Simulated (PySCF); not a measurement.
PySCF input (HF/def2-TZVPD):

```python
from pyscf import gto, scf, dft

mol = gto.M(
    atom='''
    B    -0.12939438   -0.05520889    0.01380780
    F    -0.09531372    1.35103738   -0.02672089
    O    -1.18166930   -0.77849732    0.13336865
    O     1.22654528   -0.52198366   -0.10317614
    H     1.14578751   -1.47944414   -0.07009104
    ''',
    basis='def2-tzvpd',
    charge=-1,
    spin=0,
    verbose=4,
)

mf = scf.RHF(mol).density_fit(auxbasis='def2-universal-jkfit')
mf.conv_tol = 1e-9
mf.max_cycle = 100
mf.max_memory = 1500
mf.kernel()
if not mf.converged:
    mf = mf.newton()
    mf.kernel(mf.make_rdm1())
mf.analyze()
```

Output:

```
PySCF version 2.14.0

[INPUT] verbose = 4
[INPUT] num. atoms = 5
[INPUT] num. electrons = 32
[INPUT] charge = -1
[INPUT] spin (= nelec alpha-beta = 2S) = 0
[INPUT] symmetry False subgroup None
[INPUT] Mole.unit = angstrom
[INPUT] Symbol           X                Y                Z      unit          X                Y                Z       unit  Magmom
[INPUT]  1 B     -0.129394380000  -0.055208890000   0.013807800000 AA   -0.244519940258  -0.104329681741   0.026092960383 Bohr   0.0
[INPUT]  2 F     -0.095313720000   1.351037380000  -0.026720890000 AA   -0.180116826713   2.553090632250  -0.050495163905 Bohr   0.0
[INPUT]  3 O     -1.181669300000  -0.778497320000   0.133368650000 AA   -2.233031346807  -1.471146723508   0.252030222103 Bohr   0.0
[INPUT]  4 O      1.226545280000  -0.521983660000  -0.103176140000 AA    2.317834658578  -0.986406158898  -0.194974647190 Bohr   0.0
[INPUT]  5 H      1.145787510000  -1.479444140000  -0.070091040000 AA    2.165224590847  -2.795744241193  -0.132452869386 Bohr   0.0

nuclear repulsion = 103.631173530928
number of shells = 60
number of NR pGTOs = 228
number of NR cGTOs = 166
basis = def2-tzvpd
ecp = {}

******** <class 'pyscf.df.df_jk.DFRHF'> ********
method = DFRHF
initial guess = minao
damping factor = 0
level_shift factor = 0
DIIS = <class 'pyscf.scf.diis.CDIIS'>
diis_start_cycle = 1
diis_space = 8
diis_damp = 0
SCF conv_tol = 1e-09
SCF conv_tol_grad = None
SCF max_cycles = 100
direct_scf = False
Set gradient conv threshold to 3.16228e-05
Initial guess from minao.
******** <class 'pyscf.df.df.DF'> ********
auxbasis = def2-universal-jkfit
init E= -274.818024346051
  HOMO = -0.464000499835774  LUMO = 0.0221504419690497  gap/eV = 13.22884
cycle= 1 E= -274.57440465145  delta_E= 0.244  |g|= 0.899  |ddm|= 1.58
  HOMO = -0.0459119128593954  LUMO = 0.176573486839988  gap/eV = 6.05414
cycle= 2 E= -274.667459905412  delta_E= -0.0931  |g|= 0.644  |ddm|= 0.943
  HOMO = -0.195610790332713  LUMO = 0.178264181172274  gap/eV = 10.17366
cycle= 3 E= -274.732760518892  delta_E= -0.0653  |g|= 0.059  |ddm|= 0.339
  HOMO = -0.189265218916498  LUMO = 0.179130945834412  gap/eV = 10.02457
cycle= 4 E= -274.733738203831  delta_E= -0.000978  |g|= 0.0326  |ddm|= 0.0632
  HOMO = -0.196215440170897  LUMO = 0.179356692431945  gap/eV = 10.21984
cycle= 5 E= -274.733980470179  delta_E= -0.000242  |g|= 0.00642  |ddm|= 0.0252
  HOMO = -0.197024147120597  LUMO = 0.179313650591805  gap/eV = 10.24067
cycle= 6 E= -274.734005688655  delta_E= -2.52e-05  |g|= 0.00229  |ddm|= 0.011
  HOMO = -0.197207114795702  LUMO = 0.17934801105141  gap/eV = 10.24659
cycle= 7 E= -274.73400974963  delta_E= -4.06e-06  |g|= 0.000775  |ddm|= 0.00548
  HOMO = -0.197442831014082  LUMO = 0.179352888740496  gap/eV = 10.25313
cycle= 8 E= -274.734010158792  delta_E= -4.09e-07  |g|= 0.000338  |ddm|= 0.00143
  HOMO = -0.197510956817063  LUMO = 0.179355394253847  gap/eV = 10.25506
cycle= 9 E= -274.734010213095  delta_E= -5.43e-08  |g|= 9.1e-05  |ddm|= 0.000462
  HOMO = -0.197523909470938  LUMO = 0.179355325097639  gap/eV = 10.25541
[...]
cycle= 11 E= -274.73401021929  delta_E= -3.92e-10  |g|= 8.62e-06  |ddm|= 7.03e-05
  HOMO = -0.197528229012357  LUMO = 0.179355115950003  gap/eV = 10.25552
Extra cycle  E= -274.734010219321  delta_E= -3.13e-11  |g|= 4.86e-06  |ddm|= 1.17e-05
converged SCF energy = -274.734010219321
**** SCF Summaries ****
Total Energy =                        -274.734010219321249
Nuclear Repulsion Energy =             103.631173530928407
One-electron Energy =                 -594.973959838352471
Two-electron Energy =                  216.608776088102786
Two-electron Coulomb Energy =          247.775376449988102
DFT Exchange-Correlation Energy =      -31.166600361885315
HOMO-LUMO gap [eV] =                    10.255518184279596
**** MO energy ****
MO #1   energy= -26.0516181504605  occ= 2
MO #2   energy= -20.3557910679879  occ= 2
MO #3   energy= -20.2451621498648  occ= 2
MO #4   energy= -7.42173560958507  occ= 2
MO #5   energy= -1.35386698494121  occ= 2
MO #6   energy= -1.14134467085225  occ= 2
MO #7   energy= -1.01052049604922  occ= 2
MO #8   energy= -0.55038650276861  occ= 2
MO #9   energy= -0.474101370172029 occ= 2
MO #10  energy= -0.435959688239567 occ= 2
MO #11  energy= -0.403243401117546 occ= 2
MO #12  energy= -0.40148640030151  occ= 2
MO #13  energy= -0.32363686134158  occ= 2
MO #14  energy= -0.306834946195131 occ= 2
MO #15  energy= -0.204998213074331 occ= 2
MO #16  energy= -0.197528229012357 occ= 2
MO #17  energy= 0.179355115950003  occ= 0
MO #18  energy= 0.218145955322211  occ= 0
MO #19  energy= 0.228879269052806  occ= 0
MO #20  energy= 0.248697400653922  occ= 0
MO #21  energy= 0.258002210386537  occ= 0
MO #22  energy= 0.270007409951222  occ= 0
MO #23  energy= 0.27493997037607   occ= 0
MO #24  energy= 0.28970354284041   occ= 0
MO #25  energy= 0.334042507253992  occ= 0
MO #26  energy= 0.336259030303585  occ= 0
MO #27  energy= 0.364189624141996  occ= 0
MO #28  energy= 0.372884679826054  occ= 0
MO #29  energy= 0.400547574819689  occ= 0
MO #30  energy= 0.418759246433024  occ= 0
MO #31  energy= 0.424994128852068  occ= 0
MO #32  energy= 0.433159039972334  occ= 0
MO #33  energy= 0.443778319297075  occ= 0
MO #34  energy= 0.457101635886827  occ= 0
MO #35  energy= 0.492935626722534  occ= 0
MO #36  energy= 0.519709832564     occ= 0
MO #37  energy= 0.528163950947258  occ= 0
MO #38  energy= 0.532829112770307  occ= 0
MO #39  energy= 0.548157055516978  occ= 0
MO #40  energy= 0.561032717848904  occ= 0
MO #41  energy= 0.576085367298765  occ= 0
MO #42  energy= 0.592850603777844  occ= 0
MO #43  energy= 0.625356293840046  occ= 0
MO #44  energy= 0.709348960843364  occ= 0
MO #45  energy= 0.761368824217318  occ= 0
MO #46  energy= 0.765556804381471  occ= 0
MO #47  energy= 0.774779513283713  occ= 0
MO #48  energy= 0.796649061541518  occ= 0
MO #49  energy= 0.796800276972238  occ= 0
MO #50  energy= 0.817846340240664  occ= 0
MO #51  energy= 0.841181420428951  occ= 0
MO #52  energy= 0.866248742257415  occ= 0
MO #53  energy= 0.876570427716187  occ= 0
MO #54  energy= 0.895957363334237  occ= 0
MO #55  energy= 0.927236700615814  occ= 0
MO #56  energy= 0.934478289440114  occ= 0
MO #57  energy= 0.951602214483103  occ= 0
MO #58  energy= 0.957911859864478  occ= 0
MO #59  energy= 0.963345694068275  occ= 0
MO #60  energy= 0.990676376290793  occ= 0
MO #61  energy= 1.05994028506902   occ= 0
MO #62  energy= 1.09368020809613   occ= 0
MO #63  energy= 1.11165869689111   occ= 0
MO #64  energy= 1.14313494360383   occ= 0
MO #65  energy= 1.1473133732692    occ= 0
MO #66  energy= 1.17507960894026   occ= 0
MO #67  energy= 1.18176133953738   occ= 0
MO #68  energy= 1.20899851175593   occ= 0
MO #69  energy= 1.24473146265715   occ= 0
MO #70  energy= 1.2699094282171    occ= 0
MO #71  energy= 1.31254329190202   occ= 0
MO #72  energy= 1.35336017530451   occ= 0
MO #73  energy= 1.4031044471707    occ= 0
MO #74  energy= 1.44614342132218   occ= 0
MO #75  energy= 1.46276763582396   occ= 0
MO #76  energy= 1.57474309456335   occ= 0
MO #77  energy= 1.59353076723248   occ= 0
MO #78  energy= 1.64503250155844   occ= 0
MO #79  energy= 1.67995681973557   occ= 0
MO #80  energy= 1.71086212277828   occ= 0
MO #81  energy= 1.79021973589243   occ= 0
MO #82  energy= 1.82628492354389   occ= 0
MO #83  energy= 1.9871675157074    occ= 0
MO #84  energy= 2.03484518425334   occ= 0
MO #85  energy= 2.1093435009307    occ= 0
MO #86  energy= 2.17967111084891   occ= 0
MO #87  energy= 2.25350777565211   occ= 0
MO #88  energy= 2.28318763845133   occ= 0
MO #89  energy= 2.30920045469521   occ= 0
MO #90  energy= 2.37726398865203   occ= 0
MO #91  energy= 2.3796755820456    occ= 0
MO #92  energy= 2.45623935033323   occ= 0
MO #93  energy= 2.47967164607489   occ= 0
MO #94  energy= 2.49612079660345   occ= 0
MO #95  energy= 2.58902866161765   occ= 0
MO #96  energy= 2.65143662053686   occ= 0
MO #97  energy= 2.67629335578621   occ= 0
MO #98  energy= 2.73407637594521   occ= 0
MO #99  energy= 2.73914226051593   occ= 0
MO #100 energy= 2.82905536639961   occ= 0
MO #101 energy= 2.89860125297485   occ= 0
MO #102 energy= 2.91550323005716   occ= 0
MO #103 energy= 2.98382392933263   occ= 0
MO #104 energy= 2.99923222662905   occ= 0
MO #105 energy= 3.06104312063182   occ= 0
MO #106 energy= 3.09267963184235   occ= 0
MO #107 energy= 3.17803791367704   occ= 0
[...]
```

It need not be the lowest isomer of its formula. Whether it binds its extra electron was not tested at this geometry.
